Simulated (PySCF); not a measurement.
C4F6, SMILES FC1(C(F)=C(F)C1(F)F)F. The structure is a stationary point at PBE-D3(BJ)/def2-SVP.

Computed equilibrium geometry at PBE-D3(BJ)/def2-SVP (PySCF confirms it by a frequency run) as a Z-matrix, and its point group:
point group C2v.
```
C
F 1 1.3550
F 1 1.3550 2 108.02
C 1 1.5103 2 116.51 3 133.37
F 4 1.3152 1 131.01 2 -64.71
C 4 1.3577 5 134.76 1 180.00
F 6 1.3152 4 134.76 5 0.00
C 6 1.5103 7 131.01 4 180.00
F 8 1.3550 6 116.51 7 -64.71
F 8 1.3550 9 108.02 6 -133.37
```
Charge 0, spin multiplicity 1.
